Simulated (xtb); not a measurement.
xtb job for Al(Me)(F) (CH₃AlF), SMILES [CH3][Al+][F], charge +1, GFN2-xTB. 

```
$ xtb mol.xyz --gfn 2 --sp --chrg 1 --uhf 0 --json
$ cat mol.xyz
6

Al    -0.00000000    -0.00000000     0.13136714
C      0.00000000     0.00000000    -1.82314100
H     -0.89957182    -0.51936803    -2.17790652
H      0.89957182    -0.51936802    -2.17790653
H     -0.00000001     1.03873606    -2.17790652
F      0.00000000     0.00000000     1.75164364
```

It prints:

```
[banner left out]
          |                Calculation Setup                |
           -------------------------------------------------



           -------------------------------------------------
          |                 G F N 2 - x T B                 |
           -------------------------------------------------

        Reference                      10.1021/acs.jctc.8b01176
      * Hamiltonian:
        H0-scaling (s, p, d)           1.850000    2.230000    2.230000
        zeta-weighting                 0.500000
      * Dispersion:
        s8                             2.700000
        a1                             0.520000
        a2                             5.000000
        s9                             5.000000
      * Repulsion:
        kExp                           1.500000    1.000000
        rExp                           1.000000
      * Coulomb:
        alpha                          2.000000
        third order                    shell-resolved
        anisotropic                    true
        a3                             3.000000
        a5                             4.000000
        cn-shift                       1.200000
        cn-exp                         4.000000
        max-rad                        5.000000


          ...................................................
          :                      SETUP                      :
          :.................................................:
          :  # basis functions                  21          :
          :  # atomic orbitals                  20          :
          :  # shells                           10          :
          :  # electrons                        16          :
          :  max. iterations                   250          :
          :  Hamiltonian                  GFN2-xTB          :
          :  restarted?                      false          :
          :  GBSA solvation                  false          :
          :  PC potential                    false          :
          :  electronic temp.          300.0000000     K    :
          :  accuracy                    1.0000000          :
          :  -> integral cutoff          0.2500000E+02      :
          :  -> integral neglect         0.1000000E-07      :
          :  -> SCF convergence          0.1000000E-05 Eh   :
          :  -> wf. convergence          0.1000000E-03 e    :
          :  Broyden damping             0.4000000          :
          :  net charge                          1          :
          :  unpaired electrons                  0          :
          ...................................................

 iter      E             dE          RMSdq      gap      omega  full diag
   1     -9.0729085 -0.907291E+01  0.313E+01    4.27       0.0  T
   2     -9.1019232 -0.290146E-01  0.219E+01    3.58       1.0  T
   3     -8.5647792  0.537144E+00  0.170E+01    5.88       1.0  T
   4     -9.1395549 -0.574776E+00  0.211E+00    3.96       1.0  T
   5     -9.1447353 -0.518039E-02  0.698E-01    3.82       1.0  T
   6     -9.1447589 -0.236530E-04  0.340E-01    3.82       1.0  T
   7     -9.1447329  0.260140E-04  0.121E-01    3.82       1.0  T
   8     -9.1447243  0.858011E-05  0.151E-01    3.80       1.0  T
   9     -9.1447795 -0.551435E-04  0.114E-02    3.81       3.6  T
  10     -9.1447797 -0.220871E-06  0.322E-03    3.81      12.7  T
  11     -9.1447797 -0.160825E-07  0.148E-03    3.81      27.7  T
  12     -9.1447797 -0.773604E-08  0.532E-04    3.81      76.7  T
  13     -9.1447797 -0.698490E-09  0.415E-05    3.81     984.3  T

   *** convergence criteria satisfied after 13 iterations ***

         #    Occupation            Energy/Eh            Energy/eV
      -------------------------------------------------------------
         1        2.0000           -1.0581664             -28.7942
         2        2.0000           -0.8248591             -22.4456
         3        2.0000           -0.7619213             -20.7329
         4        2.0000           -0.7545711             -20.5329
         5        2.0000           -0.7545711             -20.5329
         6        2.0000           -0.7116068             -19.3638
         7        2.0000           -0.7116068             -19.3638
         8        2.0000           -0.6866345             -18.6843 (HOMO)
         9                         -0.5465416             -14.8722 (LUMO)
        10                         -0.4296878             -11.6924
        11                         -0.4296878             -11.6924
        12                         -0.3837485             -10.4423
        13                         -0.3837485             -10.4423
       ...                                ...                  ...
        20                          0.9511243              25.8814
      -------------------------------------------------------------
                  HL-Gap            0.1400929 Eh            3.8121 eV
             Fermi-level           -0.6165881 Eh          -16.7782 eV

 SCC (total)                   0 d,  0 h,  0 min,  0.003 sec
 SCC setup                      ...        0 min,  0.000 sec (  4.266%)
 Dispersion                     ...        0 min,  0.000 sec (  0.986%)
 classical contributions        ...        0 min,  0.000 sec (  0.615%)
 integral evaluation            ...        0 min,  0.000 sec ( 12.121%)
 iterations                     ...        0 min,  0.002 sec ( 57.963%)
 molecular gradient             ...        0 min,  0.001 sec ( 20.994%)
 printout                       ...        0 min,  0.000 sec (  1.971%)

         :::::::::::::::::::::::::::::::::::::::::::::::::::::
         ::                     SUMMARY                     ::
         :::::::::::::::::::::::::::::::::::::::::::::::::::::
         :: total energy              -9.068071513507 Eh    ::
         :: gradient norm              0.000099027895 Eh/a0 ::
         :: HOMO-LUMO gap              3.812121196307 eV    ::
         ::.................................................::
         :: SCC energy                -9.144779542253 Eh    ::
         :: -> isotropic ES            0.140976365332 Eh    ::
         :: -> anisotropic ES         -0.016905281197 Eh    ::
         :: -> anisotropic XC         -0.009871619288 Eh    ::
         :: -> dispersion             -0.001427471392 Eh    ::
         :: repulsion energy           0.076708028746 Eh    ::
         :: add. restraining           0.000000000000 Eh    ::
         :: total charge               1.000000000000 e     ::
         :::::::::::::::::::::::::::::::::::::::::::::::::::::

           -------------------------------------------------
          |                Property Printout                |
           -------------------------------------------------

    * Orbital Energies and Occupations

         #    Occupation            Energy/Eh            Energy/eV
      -------------------------------------------------------------
         1        2.0000           -1.0581664             -28.7942
         2        2.0000           -0.8248591             -22.4456
         3        2.0000           -0.7619213             -20.7329
         4        2.0000           -0.7545711             -20.5329
         5        2.0000           -0.7545711             -20.5329
         6        2.0000           -0.7116068             -19.3638
         7        2.0000           -0.7116068             -19.3638
         8        2.0000           -0.6866345             -18.6843 (HOMO)
         9                         -0.5465416             -14.8722 (LUMO)
        10                         -0.4296878             -11.6924
        11                         -0.4296878             -11.6924
        12                         -0.3837485             -10.4423
Note: The following floating-point exceptions are signalling: IEEE_DENORMAL
normal termination of xtb
        13                         -0.3837485             -10.4423
        14                         -0.2373668              -6.4591
        15                         -0.2373668              -6.4591
        16                         -0.0670233              -1.8238
        17                         -0.0036330              -0.0989
        18                         -0.0036330              -0.0989
        19                          0.0681606               1.8547
        20                          0.9511243              25.8814
      -------------------------------------------------------------
                  HL-Gap            0.1400929 Eh            3.8121 eV
             Fermi-level           -0.6165881 Eh          -16.7782 eV

     #   Z          covCN         q      C6AA      α(0)
     1  13 Al       1.514     0.637   188.613    33.877
     2   6 C        3.611    -0.188    24.796     7.190
     3   1 H        0.924     0.203     1.082     1.626
     4   1 H        0.924     0.203     1.082     1.626
     5   1 H        0.924     0.203     1.082     1.626
     6   9 F        0.672    -0.059     9.893     3.713

 Mol. C6AA /au·bohr⁶  :        581.310398
 Mol. C8AA /au·bohr⁸  :      32417.387705
 Mol. α(0) /au        :         49.658881


Wiberg/Mayer (AO) data.
largest (>0.10) Wiberg bond orders for each atom

 ---------------------------------------------------------------------------
     #   Z sym  total        # sym  WBO       # sym  WBO       # sym  WBO
 ---------------------------------------------------------------------------
     1  13 Al   3.089 --     6 F    1.526     2 C    1.295
     2   6 C    3.971 --     1 Al   1.295     5 H    0.864     4 H    0.864
                             3 H    0.864
     3   1 H    0.959 --     2 C    0.864
     4   1 H    0.959 --     2 C    0.864
     5   1 H    0.959 --     2 C    0.864
     6   9 F    1.625 --     1 Al   1.526
 ---------------------------------------------------------------------------

Topologies differ in total number of bonds
Writing topology from bond orders to xtbtopo.mol

molecular dipole:
                 x           y           z       tot (Debye)
 q only:       -0.000       0.000      -1.898
   full:       -0.000       0.000      -1.845       4.690
molecular quadrupole (traceless):
                xx          xy          yy          xz          yz          zz
 q only:       -3.158      -0.000      -3.158       0.000      -0.000       6.317
  q+dip:       -3.653      -0.000      -3.653       0.000      -0.000       7.306
   full:       -0.392       0.000      -0.392       0.000      -0.000       0.783


           -------------------------------------------------
          | TOTAL ENERGY               -9.068071513507 Eh   |
          | GRADIENT NORM               0.000099027895 Eh/α |
          | HOMO-LUMO GAP               3.812121196307 eV   |
           -------------------------------------------------

------------------------------------------------------------------------
------------------------------------------------------------------------
 total:
 SCF:
```

The run converged.
